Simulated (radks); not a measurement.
The numbers below are computed, except where a source is named.
Ionisation of the tungsten ion W+, [Xe] 4f14 5d4 6s1, to [Xe] 4f14 5d4 as the strength of local exchange is varied. Code: a radial shooting solver on a logarithmic mesh with Libxc functionals. Model: Dirac Kohn-Sham, Slater X-alpha exchange (alpha = 2/3 is LDA exchange), no correlation, spin-unpolarised, spherical densities, finite nucleus; open shells are shared between the two j in proportion to 2j + 1; Fermi nuclear charge, rms radius 5.3658 fm.

| alpha | E(W+) (hartree) | exchange (hartree) | IE (eV) | -e of the level emptied (eV) | <r> of it (bohr) |
|---|---|---|---|---|---|
| 0.667 | -16146.1061 | -307.7845 | 14.963 | 11.434 (6s1/2) | 2.984 |
| 0.69 | -16156.7232 | -318.6227 | 15.128 | 11.593 (6s1/2) | 2.971 |
| 0.698 | -16160.4178 | -322.3960 | 15.186 | 11.648 (6s1/2) | 2.966 |
| 0.757 | -16187.6937 | -350.2798 | 15.614 | 12.061 (6s1/2) | 2.932 |
| 0.775 | -16196.0249 | -358.8062 | 15.746 | 12.189 (6s1/2) | 2.922 |
| 0.843 | -16227.5400 | -391.0995 | 16.249 | 12.678 (6s1/2) | 2.884 |
| 0.993 | -16297.2896 | -462.7938 | 17.385 | 13.791 (6s1/2) | 2.803 |
| 1.008 | -16304.2820 | -469.9979 | 17.501 | 13.904 (6s1/2) | 2.795 |

NIST Atomic Spectra Database: 16.4 +/- 0.15 eV (semi-empirical). The Delta-SCF value meets it near alpha = 0.86. Spin polarisation and multiplet splitting are left out, so open shells lie too high by an amount that depends on their filling. Sharing an open shell by 2j + 1 raises it above the true ground level by a part of the spin-orbit splitting, which enters the differences from NIST.

Beside tabulated values, note that spin-unpolarised runs miss the spin-polarisation part of the exchange energy of open shells.
